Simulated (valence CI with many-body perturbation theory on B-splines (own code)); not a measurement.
## Sensitivity of CI+MBPT for Sr²³⁺

Calculated by valence CI with perturbative core correlation (CI+MBPT): five valence electrons over a frozen Dirac-Fock core [Ne], a basis of 6 s, 6 p, 5 d, 3 f, 1 g functions for each j, with the one-electron correlation potential Σ1 (screened to all orders), the two-electron term Σ2, the three-electron term Σ3, Breit, model QED; selected single and double excitations, second order for the rest (own B-spline code, finite nucleus).

No measured spectrum was set against this ion. As an estimate, levels of excited configurations hold to 0.05 to 0.15 % of their energy, terms of the ground configuration to about 0.5 %. Among the levels kept, up to 1200 cm⁻¹ of a level comes from second order outside the variational space, and about a tenth of that is noise between levels of different J, which matters for small intervals.

The reference run has the lowest level 3s2 3p3 4S°_3/2 and an ionisation energy of 1095.53 eV. Its largest variational space holds 9991 state functions.

Names give the largest LS component (configuration and term), which can be under half, so a name can repeat, a term be missing and a line seem to break the LS rules; names also repeat where a configuration has a term twice.

Changed runs:
A. highest l in the core sums 6 → 4
B. lowest core n in screening and Σ2 1 → 3; screening of Σ1 on → off
C. size limit of the variational space 10000 → 1500; cutoff of virtual states (hartree) 2888 → 1320
D. start configuration 3s2 3p3 → 3s2 4p3 (bad on purpose)

Excitation energies of the reference run in cm⁻¹, and shifts in cm⁻¹:

```csv
Level,Reference,A,C
3s2 3p3 2D°_3/2,97351,+1.4,-19
3s2 3p3 2D°_5/2,131783,+1.4,-27
3s2 3p3 2P°_1/2,181665,0,-27
3s2 3p3 2P°_3/2,269473,+3.1,-51
3s 3p4 4P_5/2,576085,-54,-5.7
3s 3p4 4P_3/2,639953,-62,-24
3s 3p4 4P_1/2,654020,-56,-14
3s 3p4 2D_3/2,717120,-97,-57
3s 3p4 2D_5/2,753348,-77,-60
3s2 3p2 3d 4F_3/2,782108,-175,-103
3s2 3p2 3d 2P_3/2,810189,-151,-103
3s2 3p2 3d 4F_5/2,811766,-200,-125
Ionisation energy (eV),1095.53,+0.011,-0.014
```

Run B: It gave no result: the setting left no core shell for the response of the core. The program said: "need at least one array to concatenate".

Run D: It gave no result: the start configuration must fill the lowest shells above the core. The program said: "4p is not the lowest shell of its kind above the core".
